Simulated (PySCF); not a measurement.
## Calculated data, BClH3NSi, BH4NOSi, CH3BNO, CH7N2Si and others

All values are calculated (PySCF 2.14.0). Calculation on a computer-drawn molecule: optimised geometry and harmonic frequencies of an isolated molecule of the commonest isotopes, restricted reference for singlets and unrestricted otherwise, frozen core in MP2.

```yaml
- entry: 1
  formula: BClH3NSi
  start_structure:
    atoms_angstrom:
      - ["N", -0.297, 0.7824, 0.9453]
      - [B, -1.1241, -0.1287, 1.591]
      - [Si, -3.1904, -0.0711, 1.5527]
      - [Cl, -3.4047, -1.6235, 0.1175]
      - [H, 0.7004, 0.7161, 0.9719]
      - [H, -0.6216, 1.5376, 0.3778]
      - [H, -0.5963, -0.9973, 2.2427]
  given:
    charge: 0
    multiplicity: 1
    method: MP2
    basis: "cc-pV(D+d)Z"
    drawn_bonds_atom: [1, 2, 3, 1, 1, 2]
    drawn_bonds_other_atom: [2, 3, 4, 5, 6, 7]
    drawn_bonds_order: [1, 1, 1, 1, 1, 1]
  results:
    optimised_atom_element: ["N", B, Si, Cl, H, H, H]
    "optimised_atom_x [angstrom]": [-0.3029, -1.144, -3.202, -3.359, 0.7091, -0.6273, -0.6073]
    "optimised_atom_y [angstrom]": [0.781, -0.1301, -0.04944, -1.629, 0.6956, 1.563, -1.016]
    "optimised_atom_z [angstrom]": [0.9465, 1.593, 1.542, 0.1453, 0.9582, 0.3878, 2.226]
    "modes_frequency [cm^-1]": [61.33, 148.1, 198.1, 490.9, 518.0, 588.8, 600.6, 860.7, 932.2, 1142, 1348, 1636, 2603, 3610, 3721]
    "modes_reduced_mass [dalton]": [3.571, 2.486, 3.697, 3.531, 6.577, 1.855, 1.503, 1.069, 1.13, 1.454, 3.828, 1.235, 1.093, 1.05, 1.098]
    "rotational_constants [GHz]": [8.744, 2.341, 1.982]
    "total_energy [hartree]": -829.8251
    "convergence_status_largest_gradient_component [hartree/bohr]": 4.888e-06
- entry: 2
  formula: BH4NOSi
  start_structure:
    atoms_angstrom:
      - ["N", -0.876, 0.6761, 1.5876]
      - [B, -0.0689, 0.0194, 0.7404]
      - [Si, 1.8994, 0.4049, 0.8092]
      - [O, 2.246, 1.435, -0.3034]
      - [H, -0.6947, 1.5614, 2.0848]
      - [H, -1.8619, 0.3276, 1.8051]
      - [H, -0.4438, -0.895, 0.3103]
      - [H, 3.1341, 1.6841, -0.5788]
  given:
    charge: 0
    multiplicity: 1
    method: HF
    basis: "cc-pV(D+d)Z"
    drawn_bonds_atom: [1, 2, 3, 1, 1, 2, 4]
    drawn_bonds_other_atom: [2, 3, 4, 5, 6, 7, 8]
    drawn_bonds_order: [1, 1, 1, 1, 1, 1, 1]
  results:
    optimised_atom_element: ["N", B, Si, O, H, H, H, H]
    "optimised_atom_x [angstrom]": [-0.9562, 0.03933, 2.047, 2.184, -0.7909, -1.923, -0.3121, 3.046]
    "optimised_atom_y [angstrom]": [0.672, 0.08292, 0.5863, 1.257, 1.39, 0.4314, -0.783, 1.576]
    "optimised_atom_z [angstrom]": [1.666, 0.8904, 1.041, -0.4825, 2.341, 1.584, 0.124, -0.7077]
    "modes_frequency [cm^-1]": [48.12, 195.8, 212.5, 504.3, 600.3, 614.3, 625.3, 864.8, 929.3, 948.6, 980.9, 1213, 1381, 1764, 2632, 3800, 3896, 4152]
    "modes_reduced_mass [dalton]": [2.996, 2.714, 3.343, 2.282, 1.339, 1.359, 1.612, 12.19, 1.08, 1.118, 1.208, 1.526, 3.748, 1.194, 1.093, 1.051, 1.098, 1.067]
    "rotational_constants [GHz]": [15.58, 3.016, 2.764]
    "total_energy [hartree]": -445.2901
    "convergence_status_largest_gradient_component [hartree/bohr]": 1.127e-05
- entry: 3
  formula: CH3BNO
  start_structure:
    atoms_angstrom:
      - ["N", -2.5031, 3.0586, -0.7645]
      - [C, -1.4359, 2.0876, -0.3469]
      - [B, -1.4927, 1.2263, 0.8493]
      - [O, -1.6551, 0.3973, 1.8365]
      - [H, -3.3597, 2.601, -0.6213]
      - [H, -2.4724, 3.839, -0.1468]
      - [H, -0.4414, 2.1639, -0.8254]
  given:
    charge: -1
    multiplicity: 1
    method: HF
    basis: aug-cc-pVDZ
    drawn_bonds_atom: [1, 2, 3, 1, 1, 2]
    drawn_bonds_other_atom: [2, 3, 4, 5, 6, 7]
    drawn_bonds_order: [1, 2, 1, 1, 1, 1]
  results:
    optimised_atom_element: ["N", C, B, O, H, H, H]
    "optimised_atom_x [angstrom]": [-2.422, -1.403, -1.504, -1.603, -3.309, -2.578, -0.541]
    "optimised_atom_y [angstrom]": [3.08, 2.097, 1.223, 0.4881, 2.654, 3.769, 2.063]
    "optimised_atom_z [angstrom]": [-0.6777, -0.2889, 0.8712, 1.858, -0.871, 0.03338, -0.9443]
    "modes_frequency [cm^-1]": [213.1, 226.6, 459.9, 577.7, 664.0, 851.7, 958.9, 1197, 1261, 1391, 1765, 1928, 3268, 3683, 3734]
    "modes_reduced_mass [dalton]": [4.806, 1.336, 1.277, 5.067, 7.483, 1.931, 2.396, 3.435, 1.143, 1.387, 1.083, 11.7, 1.084, 1.048, 1.096]
    "rotational_constants [GHz]": [40.74, 4.078, 3.779]
    "total_energy [hartree]": -193.6512
    "convergence_status_largest_gradient_component [hartree/bohr]": 2.491e-05
- entry: 4
  formula: CH3BNO
  start_structure:
    atoms_angstrom:
      - ["N", -2.422, 3.0795, -0.6777]
      - [C, -1.4029, 2.0968, -0.2889]
      - [B, -1.5042, 1.2231, 0.8712]
      - [O, -1.603, 0.4881, 1.8581]
      - [H, -3.309, 2.6536, -0.871]
      - [H, -2.5782, 3.7692, 0.0334]
      - [H, -0.541, 2.0633, -0.9443]
  given:
    charge: -1
    multiplicity: 1
    method: MP2
    basis: aug-cc-pVDZ
    drawn_bonds_atom: [1, 2, 3, 1, 1, 2]
    drawn_bonds_other_atom: [2, 3, 4, 5, 6, 7]
    drawn_bonds_order: [1, 2, 1, 1, 1, 1]
  results:
    optimised_atom_element: ["N", C, B, O, H, H, H]
    "optimised_atom_x [angstrom]": [-2.421, -1.388, -1.501, -1.625, -3.322, -2.584, -0.5194]
    "optimised_atom_y [angstrom]": [3.093, 2.1, 1.221, 0.4768, 2.642, 3.77, 2.071]
    "optimised_atom_z [angstrom]": [-0.695, -0.305, 0.8709, 1.89, -0.8613, 0.05232, -0.9709]
    "modes_frequency [cm^-1]": [189.9, 193.1, 391.0, 522.8, 604.7, 784.7, 908.1, 1127, 1167, 1287, 1622, 1786, 3174, 3456, 3520]
    "modes_reduced_mass [dalton]": [4.843, 1.365, 1.472, 3.172, 7.82, 2.044, 2.331, 3.529, 1.133, 1.337, 1.075, 11.55, 1.086, 1.047, 1.095]
    "rotational_constants [GHz]": [38.78, 3.987, 3.686]
    "total_energy [hartree]": -194.2645
    "convergence_status_largest_gradient_component [hartree/bohr]": 2.261e-05
- entry: 5
  formula: CH7N2Si
  start_structure:
    atoms_angstrom:
      - ["N", -0.3154, -0.882, -0.1843]
      - [C, 0.4628, -2.1866, -0.4928]
      - ["N", 1.2425, -2.0855, -1.576]
      - [Si, 2.7359, -1.0427, -1.4983]
      - [H, -0.8329, -1.0361, 0.5877]
      - [H, -0.8887, -0.7615, -0.974]
      - [H, -0.218, -3.0091, -0.6869]
      - [H, 1.014, -2.4089, 0.434]
      - [H, 0.8195, -1.9561, -2.4562]
      - [H, 3.5302, -1.5748, -0.324]
      - [H, 3.3988, -1.0909, -2.7524]
  given:
    charge: 0
    multiplicity: 2
    method: HF
    basis: "cc-pV(D+d)Z"
    drawn_bonds_atom: [1, 2, 3, 1, 1, 2, 2, 3, 4, 4]
    drawn_bonds_other_atom: [2, 3, 4, 5, 6, 7, 8, 9, 10, 11]
    drawn_bonds_order: [1, 1, 1, 1, 1, 1, 1, 1, 1, 1]
  results:
    optimised_atom_element: ["N", C, "N", Si, H, H, H, H, H, H, H]
    "optimised_atom_x [angstrom]": [-0.1898, 0.3907, 1.298, 2.654, -0.7294, -0.8212, -0.3561, 0.9382, 0.8673, 3.324, 3.574]
    "optimised_atom_y [angstrom]": [-0.9446, -2.206, -2.038, -0.9583, -1.072, -0.5913, -2.956, -2.612, -2.186, -1.127, -1.343]
    "optimised_atom_z [angstrom]": [-0.102, -0.5311, -1.64, -1.589, 0.7386, -0.8026, -0.8163, 0.322, -2.533, -0.2746, -2.695]
    "modes_frequency [cm^-1]": [84.91, 184.7, 222.0, 306.6, 429.5, 570.8, 725.9, 811.2, 854.0, 943.2, 976.4, 1068, 1134, 1210, 1319, 1432, 1533, 1556, 1630, 1776, 2251, 2281, 3144, 3214, 3704, 3786, 3802]
    "modes_reduced_mass [dalton]": [2.716, 1.119, 2.006, 1.121, 1.397, 2.718, 1.768, 1.649, 1.291, 1.164, 1.071, 2.061, 1.873, 2.458, 1.535, 1.206, 1.286, 1.286, 1.091, 1.104, 1.034, 1.049, 1.071, 1.097, 1.052, 1.093, 1.076]
    "rotational_constants [GHz]": [13.53, 3.342, 2.951]
    "total_energy [hartree]": -439.7546
    spin_squared: 0.7548
    "convergence_status_largest_gradient_component [hartree/bohr]": 3.153e-05
- entry: 6
  formula: CH9NSi2
  start_structure:
    atoms_angstrom:
      - ["N", -3.0831, -0.9973, -0.1417]
      - [C, -2.1954, 0.1376, -0.5935]
      - [Si, -0.4047, -0.4278, -0.8719]
      - [Si, 1.0018, 1.2367, -1.4308]
      - [H, -3.1008, -1.7283, -0.8779]
      - [H, -4.0304, -0.6161, 0.0084]
      - [H, -2.5792, 0.6415, -1.513]
      - [H, -2.1834, 0.9497, 0.1426]
      - [H, -0.0888, -1.2192, 0.3025]
      - [H, -0.5255, -1.4983, -1.9463]
      - [H, 0.6917, 1.8207, -2.8353]
      - [H, 2.3575, 0.8765, -1.4371]
      - [H, 0.8715, 2.4194, -0.6041]
  given:
    charge: 0
    multiplicity: 1
    method: HF
    basis: "cc-pV(D+d)Z"
    drawn_bonds_atom: [1, 2, 3, 1, 1, 2, 2, 3, 3, 4, 4, 4]
    drawn_bonds_other_atom: [2, 3, 4, 5, 6, 7, 8, 9, 10, 11, 12, 13]
    drawn_bonds_order: [1, 1, 1, 1, 1, 1, 1, 1, 1, 1, 1, 1]
  results:
    optimised_atom_element: ["N", C, Si, Si, H, H, H, H, H, H, H, H, H]
    "optimised_atom_x [angstrom]": [-3.113, -2.232, -0.4435, 0.9853, -3.181, -4.048, -2.542, -2.24, 0.06127, -0.4141, 0.5406, 2.378, 0.9803]
    "optimised_atom_y [angstrom]": [-0.9933, 0.1284, -0.4728, 1.278, -1.617, -0.6676, 0.7092, 0.8265, -1.031, -1.557, 1.814, 0.7855, 2.393]
    "optimised_atom_z [angstrom]": [-0.2633, -0.5813, -0.7927, -1.506, -1.049, -0.08481, -1.463, 0.2616, 0.4852, -1.811, -2.818, -1.649, -0.5259]
    "modes_frequency [cm^-1]": [85.91, 96.27, 118.1, 275.8, 284.5, 393.7, 440.8, 550.3, 559.6, 711.5, 721.5, 855.4, 886.4, 981.0, 1013, 1020, 1025, 1033, 1136, 1197, 1375, 1469, 1582, 1792, 2273, 2290, 2293, 2297, 2307, 3106, 3197, 3709, 3785]
    "modes_reduced_mass [dalton]": [2.655, 1.094, 3.501, 3.563, 1.116, 1.058, 3.293, 1.455, 1.115, 2.217, 1.399, 1.164, 1.219, 1.119, 1.305, 1.051, 1.051, 1.049, 2.74, 1.158, 1.232, 1.374, 1.083, 1.085, 1.04, 1.046, 1.04, 1.039, 1.034, 1.071, 1.09, 1.052, 1.093]
    "rotational_constants [GHz]": [12.46, 1.654, 1.534]
    "total_energy [hartree]": -675.4181
    "convergence_status_largest_gradient_component [hartree/bohr]": 1.854e-05
- entry: 7
  formula: CH6N2Si
  start_structure:
    atoms_angstrom:
      - ["N", -0.1777, 1.1229, -1.5767]
      - [C, 0.9142, 0.093, -1.4976]
      - [Si, 2.0062, 0.458, 0.0709]
      - ["N", 2.8723, -1.0491, -0.0223]
      - [H, 0.3581, 2.1033, -1.6929]
      - [H, -0.6865, 1.0767, -2.4071]
      - [H, 1.477, 0.0538, -2.4124]
      - [H, 0.3167, -0.833, -1.3739]
      - [H, 3.642, -1.2603, 0.6053]
      - [H, 2.8415, -1.7557, -0.773]
  given:
    charge: 0
    multiplicity: 1
    method: HF
    basis: "cc-pV(D+d)Z"
    drawn_bonds_atom: [1, 2, 3, 1, 1, 2, 2, 4, 4]
    drawn_bonds_other_atom: [2, 3, 4, 5, 6, 7, 8, 9, 10]
    drawn_bonds_order: [1, 1, 1, 1, 1, 1, 1, 1, 1]
  results:
    optimised_atom_element: ["N", C, Si, "N", H, H, H, H, H, H]
    "optimised_atom_x [angstrom]": [-0.1442, 0.8878, 2.033, 2.903, 0.2709, -0.6981, 1.513, 0.3964, 3.626, 2.776]
    "optimised_atom_y [angstrom]": [1.174, 0.1442, 0.4209, -1.044, 2.088, 1.055, 0.04783, -0.8281, -1.262, -1.786]
    "optimised_atom_z [angstrom]": [-1.589, -1.497, 0.02527, -0.05416, -1.661, -2.42, -2.403, -1.366, 0.6045, -0.7181]
    "modes_frequency [cm^-1]": [59.39, 208.1, 258.4, 354.4, 523.7, 552.8, 641.0, 723.3, 857.7, 899.2, 967.4, 1141, 1185, 1343, 1450, 1573, 1699, 1794, 3060, 3162, 3709, 3762, 3783, 3864]
    "modes_reduced_mass [dalton]": [2.518, 3.13, 1.157, 4.224, 1.086, 1.192, 2.901, 1.243, 1.659, 3.739, 1.236, 2.508, 1.238, 1.275, 1.375, 1.085, 1.124, 1.086, 1.071, 1.088, 1.051, 1.052, 1.093, 1.096]
    "rotational_constants [GHz]": [18.17, 3.122, 2.726]
    "total_energy [hartree]": -439.1833
    "convergence_status_largest_gradient_component [hartree/bohr]": 2.064e-05
- entry: 8
  formula: AlBH4NO
  start_structure:
    atoms_angstrom:
      - ["N", -1.8355, 1.6337, -1.5986]
      - [B, -1.2228, 1.0109, -0.5852]
      - [O, -0.6972, 0.4748, 0.3953]
      - [Al, 0.1478, -0.4349, 1.6639]
      - [H, -2.7715, 1.3201, -1.988]
      - [H, -1.5848, 2.4578, -2.01]
      - [H, 0.7776, 0.6008, 2.6297]
      - [H, 0.092, -1.9078, 1.6111]
  given:
    charge: 1
    multiplicity: 1
    method: HF
    basis: "cc-pV(D+d)Z"
    drawn_bonds_atom: [1, 2, 3, 1, 1, 4, 4]
    drawn_bonds_other_atom: [2, 3, 4, 5, 6, 7, 8]
    drawn_bonds_order: [1, 1, 1, 1, 1, 1, 1]
  results:
    optimised_atom_element: ["N", B, O, Al, H, H, H, H]
    "optimised_atom_x [angstrom]": [-1.894, -1.265, -0.6843, 0.175, -2.48, -1.814, 0.9993, -0.1323]
    "optimised_atom_y [angstrom]": [1.636, 1.015, 0.4412, -0.401, 1.147, 2.625, 0.6113, -1.92]
    "optimised_atom_z [angstrom]": [-1.592, -0.5859, 0.3416, 1.709, -2.245, -1.748, 2.543, 1.696]
    "modes_frequency [cm^-1]": [89.38, 94.97, 115.9, 409.2, 457.3, 478.5, 525.5, 570.9, 641.1, 775.8, 996.8, 1139, 1665, 2078, 2114, 2146, 3751, 3855]
    "modes_reduced_mass [dalton]": [3.936, 6.566, 1.008, 2.493, 9.353, 1.187, 9.074, 1.256, 1.179, 1.059, 1.604, 6.118, 1.136, 5.192, 1.136, 1.071, 1.051, 1.099]
    "rotational_constants [GHz]": [88.93, 2.198, 2.145]
    "total_energy [hartree]": -398.1550
    "convergence_status_largest_gradient_component [hartree/bohr]": 3.262e-05
```
